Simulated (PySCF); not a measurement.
CrOBr₄, SMILES [Br][Cr]([Br])(=[O])([Br])[Br], multiplicity 1. Heavy atoms are numbered as in [Cr:1](=[O:2])([Br:3])([Br:4])([Br:5])[Br:6].

Geometry: r2SCAN-D4/def2-SVP. The spin state was assumed, not searched.

Calculation: PBE0/pcSseg-1 in PySCF.

GIAO shieldings, no solvent; atoms alike by connectivity are averaged. δ = σ(ref) − σ: ¹⁷O against H2O (σ = 334.2 ppm), references at their B3LYP-D3(BJ)/def2-TZVP geometries, non-relativistic (without spin–orbit terms, shifts of atoms bonded to Cl or Br come out too high).

Computed chemical shifts:
```csv
nucleus,atoms,count,δ (ppm)
¹⁷O,O2,1,1542.0
```
